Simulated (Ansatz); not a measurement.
Cr2O. Charge 0, multiplicity 3. Geometry PBE-D4/def2-TZVP; atoms count from 1.

```xyz
3

Cr   -0.4698   -0.8996   -0.1514
Cr   -0.5559    0.8583   -0.0937
O     1.0257    0.0412    0.2451
```

The charge 0 triplet is spin-contaminated (final ⟨S²⟩ up to 3.57, 2.00 for a pure state). At PBE0-D4/def2-TZVP a broken-symmetry singlet of charge 0 lies 0.33 eV below the triplet, each at its own geometry. The structure comes from a short search, and lower isomers may exist.

(1) Estimate the Mulliken populations from the PBE0/def2-TZVP orbitals of Ansatz.

(2) Where does the spin sit?

(3) And the Mayer bond orders between bonded heavy atoms (over 0.3)?

Results:

(1) 
```tsv
atom	charge (e)	spin (α − β)	d electrons
Cr1	0.37	-1.44	4.76
Cr2	0.42	3.33	4.73
O3	-0.80	0.11	–
```
Mulliken values and Mayer orders depend strongly on the basis.

(2) Summed by element: Cr 1.89, O 0.11, of 2 unpaired in all. Largest on single atoms: Cr2 3.33, Cr1 -1.44, O3 0.11.

(3) Cr1–Cr2 2.58 (1.76 Å); Cr1–O3 1.02 (1.81 Å); Cr2–O3 0.99 (1.81 Å).
